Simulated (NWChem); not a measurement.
System: C$_{4}$H$_{4}$F$_{2}$; SMILES FC1=C(F)CC1

Input file for NWChem:

```
start job
memory heap 200 mb stack 900 mb global 1100 mb
geometry units angstroms noautoz
  F      1.605001     0.000000     1.123981
  C      0.668053     0.000000     0.199486
  C     -0.668053     0.000000     0.199486
  F     -1.605001     0.000000     1.123981
  C     -0.781963     0.000000    -1.293971
  C      0.781963     0.000000    -1.293971
  H     -1.235727     0.899217    -1.740148
  H     -1.235727    -0.899217    -1.740148
  H      1.235727    -0.899217    -1.740148
  H      1.235727     0.899217    -1.740148
end
basis spherical
  F library def2-svp
  C library def2-svp
  H library def2-svp
end
dft
  xc slater pw91lda
  iterations 150
  mulliken
end
task dft energy
```

Output (shortened):

```
             Northwest Computational Chemistry Package (NWChem) 7.3.0
             --------------------------------------------------------

 C2V symmetry detected

                             Geometry "geometry" -> ""
                             -------------------------

 Output coordinates in angstroms (scale by  1.889725989 to convert to a.u.)

  No.       Tag          Charge          X              Y              Z
 ---- ---------------- ---------- -------------- -------------- --------------
    1 F                    9.0000     1.60500100     0.00000000     1.12099739
    2 C                    6.0000     0.66805300     0.00000000     0.19650239
    3 C                    6.0000    -0.66805300     0.00000000     0.19650239
    4 F                    9.0000    -1.60500100     0.00000000     1.12099739
    5 C                    6.0000    -0.78196300     0.00000000    -1.29695461
    6 C                    6.0000     0.78196300     0.00000000    -1.29695461
    7 H                    1.0000    -1.23572700     0.89921700    -1.74313161
    8 H                    1.0000    -1.23572700    -0.89921700    -1.74313161
    9 H                    1.0000     1.23572700    -0.89921700    -1.74313161
   10 H                    1.0000     1.23572700     0.89921700    -1.74313161

 Effective nuclear repulsion energy (a.u.)     229.0524772995

      Symmetry information
      --------------------

 Group name             C2v
 Group number             16
 Group order               4
 No. of unique centers     4

                                 NWChem DFT Module
                                 -----------------

 Summary of "ao basis" -> "ao basis" (spherical)
 ------------------------------------------------------------------------------
       Tag                 Description            Shells   Functions and Types
 ---------------- ------------------------------  ------  ---------------------
 F                          def2-svp                 6       14   3s2p1d
 C                          def2-svp                 6       14   3s2p1d
 H                          def2-svp                 3        5   2s1p

      Symmetry analysis of basis
      --------------------------

        a1         35
        a2         17
        b1         35
        b2         17

            General Information
            -------------------
          SCF calculation type: DFT
          Wavefunction type:  closed shell.
          No. of atoms     :    10
          No. of electrons :    46
           Alpha electrons :    23
            Beta electrons :    23
          Charge           :     0
          Spin multiplicity:     1
          Use of symmetry is: on ; symmetry adaption is: on
          Maximum number of iterations: 150
          AO basis - number of functions:   104
                     number of shells:    48
          Convergence on energy requested:  1.00D-06
          Convergence on density requested:  1.00D-05
          Convergence on gradient requested:  5.00D-04

              XC Information
              --------------
                        Slater Exchange Functional  1.000 local
            Perdew 1991 LDA Correlation Functional  1.000 local

             Grid Information
             ----------------
          Grid used for XC integration:  medium
          Radial quadrature: Mura-Knowles
          Angular quadrature: Lebedev.
          Tag              B.-S. Rad. Rad. Pts. Rad. Cut. Ang. Pts.
          ---              ---------- --------- --------- ---------
          F                   0.50       49          11.0       434
          C                   0.70       49           9.0       434
          H                   0.35       45           9.0       434
          Grid pruning is: on
          Number of quadrature shells:   192
          Spatial weights used:  Erf1

      Superposition of Atomic Density Guess
      -------------------------------------

 Sum of atomic energies:        -351.08138089

      Non-variational initial energy
      ------------------------------

 Total energy =    -354.435128
 1-e energy   =    -936.875242
 2-e energy   =     353.387636
 HOMO         =      -0.232916
 LUMO         =       0.098822

      Symmetry analysis of molecular orbitals - initial
      -------------------------------------------------

  Numbering of irreducible representations:

     1 a1          2 a2          3 b1          4 b2

  Orbital symmetries:

     1 b1          2 a1          3 a1          4 b1          5 a1
     6 b1          7 a1          8 b1          9 a1         10 a1
    11 b1         12 b1         13 a1         14 b2         15 a1
    16 a2         17 b1         18 b2         19 a1         20 b1
    21 a2         22 a1         23 b2         24 a2         25 a1
    26 b1         27 a1         28 b2         29 b1         30 a1
    31 a2         32 b1         33 b1

     ---------------------------------------------
      Total Density - Mulliken Population Analysis
     ---------------------------------------------

    Atom       Charge   Shell Charges
 -----------   ------   -------------------------------------------------------
    1 F    9     9.35   1.99  1.14  0.76  3.43  2.02  0.01
    2 C    6     5.70   1.99  0.93  0.28  1.73  0.68  0.09
    3 C    6     5.70   1.99  0.93  0.28  1.73  0.68  0.09
    4 F    9     9.35   1.99  1.14  0.76  3.43  2.02  0.01
    5 C    6     6.15   1.99  0.97  0.12  1.99  1.04  0.04
    6 C    6     6.15   1.99  0.97  0.12  1.99  1.04  0.04
    7 H    1     0.90   0.68  0.20  0.02
    8 H    1     0.90   0.68  0.20  0.02
    9 H    1     0.90   0.68  0.20  0.02
   10 H    1     0.90   0.68  0.20  0.02

[...]
```

Level: LDA (Slater exchange, PW92)/def2-SVP. The geometry was optimised at PBE0/def2-SVP.
